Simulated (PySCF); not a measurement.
**[Zr(Cl)2(CH3)2] (charge 0, multiplicity 1)**

Computed with TPSSh-D3(BJ)/def2-TZVP // BP86-D3(BJ)/def2-SVP (PySCF).

```
Property                                                Value
-------------------------------------  ----------------------
HOMO                                                 -7.49 eV
dipole moment                                          1.66 D
HOMO–LUMO gap                                         5.09 eV
LUMO                                                 -2.40 eV
charge on the central atom (Mulliken)                  1.34 e
total energy                                    -1047.5456 Ha
cost                                   roughly 7 core-minutes
```

```xyz
11

Zr     0.0082     0.0169     0.0740
Cl     0.9830     2.0958    -0.4598
Cl    -1.4447    -0.1086     1.9266
C     -1.0542    -0.7405    -1.6956
H     -1.9255    -0.1062    -1.9758
H     -1.4295    -1.7717    -1.4967
H     -0.3651    -0.7853    -2.5709
C      1.6241    -1.4445     0.3624
H      2.2931    -1.1738     1.2103
H      2.2468    -1.5099    -0.5603
H      1.1985    -2.4544     0.5671
```
